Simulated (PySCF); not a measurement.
H3SiCHF2, CH₄F₂Si.
SMILES: `FC(F)[SiH3]`

The calculation used PySCF 2.14.0, density-fitted response routines, TDDFT B3LYP/def2-SVPD, vertical, gas phase, core orbitals frozen in the response. Isolated species at its GFN2-xTB geometry, gas phase.

**Question.** Predict the UV-vis stick spectrum at this level.

**Answer.** 

```json
{"state": "S1", "E (eV)": "7.47", "E (kJ/mol)": "720", "λ (nm)": "166.1", "f": "0.053", "|μ| (D)": "1.36", "symmetry": "A′", "main configurations (H = HOMO, L = LUMO)": "H→L (95%)"}
{"state": "S2", "E (eV)": "7.97", "E (kJ/mol)": "769", "λ (nm)": "155.5", "f": "0.0019", "|μ| (D)": "0.25", "symmetry": "–", "main configurations (H = HOMO, L = LUMO)": "H→L+2 (82%), H→L+1 (15%)"}
{"state": "S3", "E (eV)": "8.05", "E (kJ/mol)": "777", "λ (nm)": "154.0", "f": "0.0034", "|μ| (D)": "0.33", "symmetry": "A″", "main configurations (H = HOMO, L = LUMO)": "H→L+3 (94%)"}
{"state": "S4", "E (eV)": "8.27", "E (kJ/mol)": "798", "λ (nm)": "149.9", "f": "0.163", "|μ| (D)": "2.28", "symmetry": "A′", "main configurations (H = HOMO, L = LUMO)": "H→L+1 (82%), H→L+2 (14%)"}
{"state": "S5", "E (eV)": "8.78", "E (kJ/mol)": "847", "λ (nm)": "141.2", "f": "0.023", "|μ| (D)": "0.83", "symmetry": "A′", "main configurations (H = HOMO, L = LUMO)": "H→L+4 (96%)"}
{"state": "S6", "E (eV)": "8.84", "E (kJ/mol)": "853", "λ (nm)": "140.3", "f": "0.0008", "|μ| (D)": "0.15", "symmetry": "–", "main configurations (H = HOMO, L = LUMO)": "H→L+5 (95%)"}
{"state": "S7", "E (eV)": "8.97", "E (kJ/mol)": "865", "λ (nm)": "138.2", "f": "0.021", "|μ| (D)": "0.78", "symmetry": "A′", "main configurations (H = HOMO, L = LUMO)": "H-2→L (89%)"}
{"state": "S8", "E (eV)": "8.98", "E (kJ/mol)": "867", "λ (nm)": "138.0", "f": "0.022", "|μ| (D)": "0.80", "symmetry": "A″", "main configurations (H = HOMO, L = LUMO)": "H-1→L (89%)"}
```

Triplets (Tamm–Dancoff): T1 6.95 eV, H→L (95%); T2 7.51 eV, H→L+3 (89%); T3 7.55 eV, H→L+2 (92%).

The lowest singlet lies at 7.47 eV (166 nm, vacuum ultraviolet) and is of moderate strength; its leading configuration is HOMO→LUMO (95%). The strongest level in the table is S4 at 8.27 eV (150 nm, f = 0.163). Löwdin shares by element: HOMO fluorine 39%, carbon 27%, silicon 18% (atoms not listed hold the other 15%); LUMO silicon 40%, hydrogen 24% or more, carbon 14% (atoms not listed hold the other 23%). Weighted by f, the mean energy of these states is 8.27 eV. The listed states span 1.52 eV. The oscillator strengths of these states sum to 0.287; summed over the whole spectrum of an exact calculation they would give the number of electrons, 42 (Thomas–Reiche–Kuhn). Symmetry labels in Cs follow from the direction of the transition dipole and are given only for states with f of 0.002 or more. Singlets were solved by full linear response, triplets in the Tamm–Dancoff approximation.

Hardware: one thread of an x86-64 server, on a shared host. Cost: 6.9 s wall.
